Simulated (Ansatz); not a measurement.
Geometry optimisation, Ansatz, RKS B3LYP-D4/def2-SVP.

Input file:

```yaml
crystal:
  periodic: [false, false, false]
  atoms:
    - { symbol: Si, position_ang: [-0.906826, -0.140017, 0.26599] }
    - { symbol: F, position_ang: [0.307285, -1.249042, 0.41425] }
    - { symbol: Cl, position_ang: [-1.258481, 0.24987, -1.703814] }
    - { symbol: Cl, position_ang: [-0.421168, 1.521742, 1.340817] }
    - { symbol: H, position_ang: [-2.105055, -0.764053, 0.85362] }
    - { symbol: H, position_ang: [2.18639, -0.382893, -0.266773] }
    - { symbol: Cl, position_ang: [2.197855, 0.764392, -0.904091] }
basis:
  gaussian: { orbitals: def2-SVP }
hamiltonian:
  xc: b3lyp
  dispersion: d4
relax:
  f_tol: 0.03
  max_steps: 50
output:
  orbitals: {}
```

Command:

```bash
$ ansatz run input.yaml --threads 2 --pin off --max-ram 3072MiB --backend cpu --events-out ev --progress --plain --runs-dir out
```

Problem. Where does it end, and by what steps?

Solution. The forces met the threshold. After 7 steps the energy has fallen by 0.082 eV; Cl7 moved furthest, 0.42 Å.

```tsv
step	energy less start (eV)	largest force component (eV/Å)	accepted
0	0.0000	0.762	yes
1	-0.0515	0.672	yes
2	-0.0453	0.914	no
3	-0.0737	0.322	yes
4	-0.0789	0.060	yes
5	-0.0806	0.103	yes
6	-0.0814	0.073	yes
7	-0.0816	0.025	yes
```

```xyz
7
Properties=species:S:1:pos:R:3
Si -0.981 -0.153 0.310
F 0.316 -1.128 0.407
Cl -1.304 0.264 -1.663
Cl -0.569 1.546 1.365
H -2.127 -0.871 0.892
H 2.060 -0.339 -0.368
Cl 2.606 0.682 -0.942
```

Time of the run: 21 s on 2 threads of Arm Neoverse V1, on a shared host, peak memory 0.21 GiB.
